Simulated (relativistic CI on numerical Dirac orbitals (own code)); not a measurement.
**Crystal-field levels of Ta⁴⁺, 5d**

Calculated by Dirac-Coulomb-Breit CI, orbitals from a KLI potential per configuration, a model potential for QED, valence Slater integrals scaled by 0.9, one configuration in a parametric crystal field (own radial code).

Field parameters in Wybourne normalisation: Oh B⁴₀ = 21Dq, B⁴₄ = √(5/14) B⁴₀. The field is a parameter set, without covalency.

S is read from ⟨S²⟩ = S(S + 1).

Levels (cm⁻¹, degeneracy): 0 (4), 4034 (2), 17466 (4).

Q: Which field gives this pattern?
A. Oh, 10Dq = 8500 cm⁻¹
B. Oh, 10Dq = 28900 cm⁻¹
C. Oh, 10Dq = 35700 cm⁻¹
D. Oh, 10Dq = 15300 cm⁻¹

A: D. Oh, 10Dq = 15300 cm⁻¹, ground level with S = 0.50.
